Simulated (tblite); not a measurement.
Species: C5H8O2Si2.
SMILES with atom numbers: `[CH:1]#[C:2][C:3]1([SiH2:4][O:5][SiH2:6][OH:7])[CH:8]=[CH:9]1` (hydrogens: H10 on C1; H11, H12 on Si4; H13, H14 on Si6; H15 on O7; H16 on C8; H17 on C9)

The geometry is computed with GFN2-xTB (gas phase).

**Question.** Give the optimised bond lengths and angles.

**Answer.** 
```tsv
bond	length (Å)
C1≡C2	1.199
C2–C3	1.431
C3–Si4	1.894
Si4–O5	1.623
O5–Si6	1.610
Si6–O7	1.623
C3–C8, C3–C9	1.523
C8=C9	1.292
C1–H10	1.049
Si4–H11, Si4–H12	1.463
Si6–H13, Si6–H14	1.459
O7–H15	0.952
C8–H16, C9–H17	1.061
```

Bonds in one row agree within 0.01 Å and their mean is given. A selection of angles:
```tsv
angle	degrees
C1–C2–C3	178.9
C2–C3–Si4	115.9
C2–C3–C8	117.2
Si4–C3–C8	120.2
C8–C3–C9	50.2
C3–Si4–O5	103.0
Si4–O5–Si6	151.6
O5–Si6–O7	106.6
C3–C8–C9	64.9
H15–O7–Si6	121.8
```

Torsions: C2–C3–Si4–O5 179° (antiperiplanar); C3–Si4–O5–Si6 176° (antiperiplanar); Si4–O5–Si6–O7 -9° (synperiplanar); C2–C3–C8–C9 -104° (anticlinal); C2–C3–C9–C8 104° (anticlinal); H15–O7–Si6–O5 180° (antiperiplanar). The mirror-image conformer, all signs reversed, is as good.

The 3-membered ring C3–C8–C9 has internal angles of 50.2° to 64.9°. Si4 (oxygen-bound silicon) is distorted tetrahedral (angles from 103.0° to 111.9°). Si6 (oxygen-bound silicon) is distorted tetrahedral (angles from 106.0° to 114.4°). The C–C distances run from 1.199 Å (C1≡C2, drawn triple) to 1.523 Å (C3–C9, drawn single), a spread of 0.324 Å.

Point group: C1 (no symmetry element, even within 0.4 Å). Its lowest GFN2-xTB frequency is 13 cm⁻¹, too small to tell a flat minimum from a shallow saddle. One conformer, not necessarily the lowest (C2–C3–Si4–O5 179°, C3–Si4–O5–Si6 176°, Si4–O5–Si6–O7 -9°, O5–Si6–O7–H 180°). 3 starts were optimised and ended at 0.00, 0.45 and 0.46 kcal/mol (GFN2-xTB); the lowest of these is shown.
